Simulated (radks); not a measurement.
Spherical jellium clusters: N electrons in a uniform positive sphere of charge N and radius rs N^(1/3), rs = 2.68 bohr. Calculated with a radial shooting solver with Libxc functionals: non-relativistic Kohn-Sham, PBEsol, spin-polarised, spherical densities. Levels are named by radial order and angular momentum (1s, 1p, 1d, 2s, ...), and open shells are averaged over m.

N = 9, configuration 1s2 1p6 1d(up 1, down 0). This is the lowest configuration that the search found. Occupied and some empty levels:

level    occupation  eigenvalue (eV)  <r> (bohr)
1s up             1          -7.3834       3.731
1s down           1          -7.2806       3.654
1p up             3          -4.8614       4.712
1p down           3          -4.6551       4.656
1d up             1          -2.0948       5.780
1d down           0          -1.8281       5.769
2s up             0          -1.7486       6.254
2s down           0          -1.5659       6.261

Energy (eV): total -11.4531, kinetic 29.868, external -451.73, Hartree 216.32, exchange-correlation -43.140, background 237.23.

Electron density:

r (bohr)  n(r) (e/bohr^3)
0.440            0.008860
1.17              0.01036
1.91              0.01237
2.64              0.01364
3.38              0.01320
4.11              0.01086
4.85             0.007426
5.58             0.004217
6.32             0.002072
7.05            0.0009331
7.79            0.0004022
8.52            0.0001709
9.25           0.00007312
